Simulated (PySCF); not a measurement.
## Al⁻ (aluminium, charge -1) across methods

[Ne] 3s2 3p2, high-spin 3P determinant. All numbers are calculated (PySCF 2.14, the spin-free X2C one-electron Hamiltonian (Gaussian nucleus), in aug-cc-pCVQZ-DK (10s9p7d5f3g, 134 functions)).

| method | E (hartree) | mean ε 3s α (eV) | mean ε 3s β (eV) | mean ε 3p α (eV) | Σ⟨r²⟩ (bohr²) | ⟨S²⟩ |
| --- | --- | --- | --- | --- | --- | --- |
| wB97X-V | -242.7752 | -6.399 | -4.936 | -0.562 | 71.49 | 2.006 |
| PBE | -242.6986 | -3.156 | -2.286 | 1.256 | 82.31 | 2.004 |
| B97-3 | -242.7964 | -4.221 | -3.058 | 0.860 | 78.19 | 2.004 |
| PBE0 | -242.7154 | -4.145 | -2.965 | 0.781 | 76.59 | 2.006 |
| UHF | -242.31631 | -6.873 | -4.526 | -0.605 | 73.98 | 2.018 |
| MN15 | -242.8388 | -4.636 | -3.759 | 0.516 | 86.56 | 2.005 |
| r2SCAN | -242.7994 | -3.291 | -2.243 | 1.178 | 77.70 | 2.010 |
| LDA | -241.7782 | -3.341 | -2.528 | 1.194 | 84.67 | 2.001 |

The highest occupied level is positive at PBE, B97-3, PBE0, MN15, r2SCAN, LDA: only the finite basis holds that electron, which in a density functional comes from self-interaction.
